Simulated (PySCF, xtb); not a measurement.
C2H6FNOSi, SMILES N[SiH2]O/C=C/F. The values are those of a single conformer.

Harmonic wavenumbers (cm⁻¹) from GFN2-xTB (xtb) at its own minimum, in rising order: 45, 62, 119, 215, 253, 329, 356, 435, 539, 557, 613, 690, 741, 785, 803, 845, 911, 972, 1098, 1202, 1232, 1277, 1518, 1721, 2267, 2306, 3048, 3110, 3463, 3515.

What does PBE0-D3(BJ)/def2-SVP (PySCF) give at its own minimum? (Estimate from the structure and the level; the computed values follow.)

59, 67, 120, 215, 273, 322, 349, 406, 477, 561, 785, 827, 839, 879, 889, 930, 934, 949, 1198, 1252, 1297, 1320, 1538, 1798, 2253, 2294, 3166, 3238, 3633, 3737. Paired by order, the mean absolute difference is 63 cm⁻¹ and the zero-point energies are 50.1 and 52.3 kcal/mol.
